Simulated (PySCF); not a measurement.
# Stretching LaS

Set-up: La def2-TZVPP with ECP46, S def2-TZVPP; scalar-relativistic core potentials (PySCF 2.14). Energies in eV from La (5d1 6s2) + S in their ground configurations at the same level. State: doublet, about 0.1 electrons in the 4f shell (Mulliken).

All columns are TPSSh. A positive dipole means La(−)S(+).

```
R (Å)  E (eV)  μ (D)  Mulliken charge on La (basis-dependent)  HOMO (eV)  LUMO (eV)  Mayer bond order  ⟨S²⟩
2.060  -3.887  -3.75                                     0.23      -3.44      -2.29              2.64  0.75
2.155  -4.855  -4.46                                     0.28      -3.56      -2.38              2.56  0.75
2.251  -5.406  -5.13                                     0.33      -3.68      -2.48              2.49  0.75
2.323  -5.613  -5.61                                     0.36      -3.76      -2.56              2.45  0.75
2.395  -5.687  -6.07                                     0.39      -3.85      -2.64              2.41  0.75
2.467  -5.656  -6.51                                     0.42      -3.93      -2.71              2.37  0.75
2.563  -5.494  -7.07                                     0.45      -4.03      -2.82              2.33  0.75
2.682  -5.157  -7.71                                     0.49      -4.15      -2.98              2.29  0.76
2.826  -4.637  -8.40                                     0.52      -4.28      -3.17              2.24  0.76
3.018  -3.865  -9.11                                     0.55      -4.41      -3.37              2.19  0.80
```

A fit through these points gives, at Re = 2.407 Å, μ = -6.15 D and dμ/dR = -6.21 D/Å; the reduced mass is 25.99 u.

Q: How strong is the fundamental in the double-harmonic approximation, I = 42.26·(dμ/dR)²/μred km/mol?

A: I = 42.26·(-6.21)²/25.99 = 62.7 km/mol at TPSSh.

These are scalar-relativistic numbers at best; spin–orbit coupling would shift them, the dissociation energy most. The state is the lowest single determinant that the PBE0 search found; with open d or f shells the true ground state can be another one.
